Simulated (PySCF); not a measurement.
## LiCa: energy against distance

Set-up: PySCF, spin-free X2C with a Gaussian nucleus, basis sets Li x2c-TZVPall, Ca x2c-TZVPall. Energies in eV from Li + Ca in their ground configurations at the same level. State: ²Σ⁺ (doublet), unpaired electrons σ ↑.

All columns are PBE0. A positive dipole means Li(−)Ca(+).

| R (Å) | E (eV) | μ (D) | Mulliken charge on Li (basis-dependent) | HOMO (eV) | LUMO (eV) | Mayer bond order | ⟨S²⟩ |
| --- | --- | --- | --- | --- | --- | --- | --- |
| 2.953 | -0.220 | -0.79 | 0.06 | -3.27 | -1.53 | 0.81 | 0.77 |
| 3.091 | -0.301 | -0.75 | 0.05 | -3.30 | -1.57 | 0.79 | 0.77 |
| 3.228 | -0.346 | -0.70 | 0.03 | -3.33 | -1.60 | 0.76 | 0.77 |
| 3.331 | -0.361 | -0.65 | 0.02 | -3.36 | -1.63 | 0.73 | 0.78 |
| 3.434 | -0.366 | -0.60 | 0.02 | -3.38 | -1.65 | 0.70 | 0.78 |
| 3.537 | -0.361 | -0.54 | 0.01 | -3.40 | -1.68 | 0.67 | 0.78 |
| 3.674 | -0.345 | -0.48 | 0.01 | -3.43 | -1.70 | 0.62 | 0.78 |
| 3.846 | -0.314 | -0.41 | 0.01 | -3.47 | -1.72 | 0.56 | 0.78 |
| 4.052 | -0.271 | -0.34 | 0.01 | -3.52 | -1.74 | 0.48 | 0.78 |
| 4.327 | -0.211 | -0.29 | 0.01 | -3.58 | -1.74 | 0.37 | 0.77 |

A fit through these points gives, at Re = 3.426 Å, μ = -0.60 D and dμ/dR = 0.510 D/Å; the reduced mass is 5.968 u.

Problem. How strong is the fundamental in the double-harmonic approximation, I = 42.26·(dμ/dR)²/μred km/mol?

Solution. I = 42.26·(0.510)²/5.968 = 1.84 km/mol at PBE0.

The bond is weak. Basis-set superposition, not corrected here, can be much of De in a small basis, most of all at correlated wavefunction levels. Functionals without a dispersion term scatter widely for such bonds, and LDA overbinds them. The state was picked by a PBE0 search and need not be the measured ground state.
